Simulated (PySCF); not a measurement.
Match the calculated data to a structure.

| technique | computed result |
| --- | --- |
| UV, strongest line | among the 8 lowest singlet transitions: S6 at 7.35 eV (169 nm, f = 0.367) [TDDFT wB97X-D/def2-SVPD] |
| 13C NMR | chemical shifts (computed TMS as zero) by class: 140.9 (1 C), 117.6 (1 C), 86.7 (1 C), 77.9 (1 C), 57.6 (1 C), 17.2 (1 C) ppm [GIAO PBE0/pcSseg-1] |
| Dipole | 2.91 D [wB97X-D/def2-SVPD] |
| Polarisability | 92.6 au [wB97X-D/def2-SVPD] |
| UV, first state | lowest singlet excitation: 5.86 eV (212 nm, f = 0.015) [TDDFT wB97X-D/def2-SVPD] |
| Rotational structure | rotational constants A, B, C: 1.961, 1.027, 0.811 GHz [GFN2-xTB] |

The electronic properties come from PySCF, for the isolated species, density fitting. Levels stand in brackets. Geometry: GFN2-xTB, one conformer, isolated molecule. Each NMR value is the plain mean over a class of atoms that symmetry, rotation or inversion makes alike.

Question: Which candidate is it?
A. `C=C(F)[Si]1(F)[SiH2]O[SiH2]1`
B. `Fc1cccc(O[SiH3])c1`
C. `C=C/C(=C/C)C(=O)F`
D. `C#C[C@@H]1C(=C)[C@@H]1O[SiH2]F`

Answer: D. It is `C#C[C@@H]1C(=C)[C@@H]1O[SiH2]F`. Numbering: `[CH:1]#[C:2][C@@H:3]1[C:4](=[CH2:5])[C@@H:6]1[O:7][SiH2:8][F:9]`. Its formula, C6H7FOSi, gives 4 degrees of unsaturation: 1 ring and 3 π bonds in the structure found. 6 carbons fall into 6 classes; from least to most shielded: fully substituted alkene carbon [C4] (140.9 ppm), terminal =CH2 carbon [C5] (117.6 ppm), alkyne carbon [C2] (86.7 ppm), terminal alkyne carbon [C1] (77.9 ppm), ring sp3 carbon bound to oxygen [C6] (57.6 ppm), allylic carbon [C3] (17.2 ppm). The optimised geometry has point group C1 and is an asymmetric top.

The others, at the same levels:
- `Fc1cccc(O[SiH3])c1` fails: its computed 13C shifts are 173.5 (1 C), 163.5 (1 C), 136.4 (1 C), 121.1 (1 C), 113.6 (1 C), 106.7 (1 C) ppm, rotational constant A is 2.672 GHz (against 1.961 GHz) and smallest rotational constant is 0.656 GHz (against 0.811 GHz).
- `C=C/C(=C/C)C(=O)F` fails: its computed 13C shifts are 166.1 (1 C), 159.8 (1 C), 141.3 (1 C), 135.3 (1 C), 128.1 (1 C), 20.1 (1 C) ppm, rotational constant A is 2.829 GHz (against 1.961 GHz) and smallest rotational constant is 1.187 GHz (against 0.811 GHz).
- `C=C(F)[Si]1(F)[SiH2]O[SiH2]1` fails: it has 2 carbons where the 13C data count 6; its computed 13C shifts are 177.5 (1 C), 115.7 (1 C) ppm, rotational constant A is 1.752 GHz (against 1.961 GHz) and smallest rotational constant is 0.772 GHz (against 0.811 GHz).

Each candidate is one conformer, not necessarily the lowest. Dipoles, sizes and rotational constants follow the conformer. The torsions of the flexible species, by atom-mapped SMILES:
- `[CH:1]#[C:2][C@@H:3]1[C:4](=[CH2:5])[C@@H:6]1[O:7][SiH2:8][F:9]`: C4–C6–O7–Si8 -37°, C6–O7–Si8–F9 160°
- `[F:1][c:2]1[cH:3][cH:4][cH:5][c:6]([O:7][SiH3:8])[cH:9]1`: C5–C6–O7–Si8 180°
- `[CH2:1]=[CH:2]/[C:3](=[CH:4]/[CH3:5])[C:6](=[O:7])[F:8]`: C1–C2–C3–C4 158°, C2–C3–C6–O7 151°
- `[CH2:1]=[C:2]([F:3])[Si:4]1([F:5])[SiH2:6][O:7][SiH2:8]1`: C1–C2–Si4–F5 0°
